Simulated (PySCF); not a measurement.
ZrF₃, SMILES [F][Zr]([F])[F] (connectivity only; charge and spin as stated), neutral, multiplicity 2.

Geometry: B3LYP-D3(BJ)/def2-TZVP. The spin state was assumed, not searched. The isomer is the one that the SMILES or the coordinates give; other isomers of the formula were not compared. The def2 effective core potentials stand for the cores of Zr; spin–orbit coupling is left out.

Computed with B3LYP-D3(BJ)/def2-TZVP (PySCF).

Frequencies are harmonic and unscaled.

Modes within 1.5 cm⁻¹ of each other (mostly degenerate sets) share a row, with their intensities summed.

| mode | ν (cm⁻¹) | IR (km/mol) | moving atoms (share of kinetic energy) |
|---|---|---|---|
| 1 | 68 | 13.3 | F 62 %, Zr 38 % |
| 2–3 | 156 | 22.1 | F 87 %, Zr 13 % |
| 4 | 629 | 0.0 | F 100 % |
| 5–6 | 666 | 409.3 | F 74 %, Zr 26 % |
